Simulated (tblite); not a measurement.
Species: C5H11Al.
SMILES with atom numbers: `[CH3:1][CH2:2][AlH:3][CH:4]1[CH2:5][CH2:6]1` (hydrogens: H7, H8, H9 on C1; H10, H11 on C2; H12 on Al3; H13 on C4; H14, H15 on C5; H16, H17 on C6)

Cartesian coordinates in Å at the GFN2-xTB level; atoms count from 1:
```xyz
17
C5H11Al angstrom
C      3.054    0.498   -0.269
C      2.055   -0.558    0.240
Al     0.219    0.020   -0.312
C     -1.570   -0.500    0.359
C     -2.598   -0.586   -0.757
C     -2.595    0.599    0.135
H      2.903    0.688   -1.333
H      4.087    0.183   -0.123
H      2.907    1.444    0.253
H      2.173   -0.674    1.327
H      2.335   -1.535   -0.180
H      0.120    1.061   -1.463
H     -1.797   -1.142    1.210
H     -2.252   -0.439   -1.776
H     -3.402   -1.303   -0.671
H     -2.246    1.535   -0.291
H     -3.398    0.719    0.849
```

Method: GFN2-xTB as coded in tblite; computed harmonic values from a numerical Hessian at the method's own geometry, unscaled. Errors from tens to a few hundred cm⁻¹ against measured bands are possible. Modes of hydrogen on aluminium can be 10 to 20 % off. One conformer, not necessarily the lowest.

Harmonic wavenumbers (cm⁻¹): 29.1, 39.8, 75.2, 129.7, 147.2, 154.6, 186.3, 414.3, 541.2, 582.8, 624.1, 685.9, 807.0, 813.3, 898.9, 906.3, 956.0, 963.4, 982.3, 1022.2, 1056.6, 1059.4, 1113.8, 1159.0, 1206.7, 1210.7, 1220.0, 1293.7, 1404.9, 1430.9, 1462.3, 1473.2, 1496.1, 1498.0, 1722.9, 2860.8, 2883.2, 2947.0, 2974.8, 2989.0, 2999.9, 3001.8, 3010.9, 3067.7, 3077.8.

A = 9658, B = 1106, C = 1085 MHz; mass 98.068 u (most abundant isotopes); point group C1, symmetry number 1.

Task: What is the zero-point energy?

Result: Half the sum of the wavenumbers: 30290 cm⁻¹ = 86.61 kcal/mol.

Task: What is S at 400 K and 1 bar for an ideal gas of classical rigid rotors and harmonic oscillators?

Result: Translation 41.15, rotation 28.60, vibration 38.64: S = 108.4 cal/(mol K).

Task: And Cp and H(400 K) − H(0)?

Result: Cp = 41.95 cal/(mol K), of which vibrations give 34.00 (their classical limit is 45 R = 89.4); H(400 K) − H(0) = 10.35 kcal/mol without the zero-point energy, 7.17 from vibrations.

Task: Blend soft modes into free rotors: weight 1/[1 + (100 cm⁻¹/ν̃)⁴] for the oscillator and the rest for a rotor with moment μB/(μ + B), μ = h/(8π²ν), B = 10⁻⁴⁴ kg m². What vibrational entropy results?

Result: 33.58 cal/(mol K) in place of 38.64, which changes −T·S at 400 K by +2.02 kcal/mol.

Task: What must be added to the electronic energy to get the Gibbs energy at 400 K and 1 bar?

Result: ZPE + [H(400 K) − H(0)] − T·S = 86.61 + 10.35 − 43.35 = 53.61 kcal/mol.

Task: How do the functions run with temperature in this model?

Result: 
```tsv
T (K)	S (cal/(mol K))	Cp (cal/(mol K))	H − H(0) (kcal/mol)	G − H(0) (kcal/mol)	ln q(vib)
100	70.7	19.3	1.44	-5.63	2.80
200	85.8	25.3	3.65	-13.51	5.68
300	97.6	33.4	6.58	-22.70	8.13
500	118.6	49.4	14.93	-44.35	12.65
800	145.6	65.3	32.36	-84.10	19.03
1000	160.9	72.3	46.16	-114.79	23.00
```

q(vib) and H(0) count from the zero-point level.

Hindered rotation and anharmonicity are outside this model. Other conformers, if any are populated, would add a mixing term that is left out. The structure is chiral; the term R ln 2 for an equal mix with its mirror image is left out.
